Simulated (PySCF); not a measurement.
A species of formula BGeH8NSi has this rotational fingerprint, computed with PBE0-D3(BJ)/def2-SVP geometry optimisation, gas phase in PySCF:

```
Rotational constants : A = 11490, B = 1522, C = 1401 MHz
Dipole components    : |μa| = 1.17 D, |μb| = 0.92 D, |μc| = 0.28 D
Inertial defect      : -15.37 u·Å²
κ                    : -0.98
```

**Question.** Which structure is it? (One computed conformer of each.)
A. `B[N]([SiH3])[GeH3]`
B. `[BH2:1][GeH2:2][NH:3][SiH3:4]` with H–B1–Ge2–N3 168° and -14°, B1–Ge2–N3–Si4 -160°

**Answer.** B. It is [BH2][GeH2][NH][SiH3], a near-prolate asymmetric top, point group C1. The candidates at the same level (rigid rotor, commonest isotopes):

| SMILES | A (MHz) | B (MHz) | C (MHz) | μa (D) | μb (D) | μc (D) | Δ (u·Å²) | point group | rotor |
| --- | --- | --- | --- | --- | --- | --- | --- | --- | --- |
| B[N]([SiH3])[GeH3] | 6062 | 2015 | 1570 | 0.74 | 1.14 | 0.01 | -12.22 | near Cs | asymmetric top |
| [BH2][GeH2][NH][SiH3] | 11490 | 1522 | 1401 | 1.17 | 0.92 | 0.28 | -15.37 | C1 | near-prolate asymmetric top |

`B[N]([SiH3])[GeH3]` has A 47 % too low. No structure here is proved a minimum.
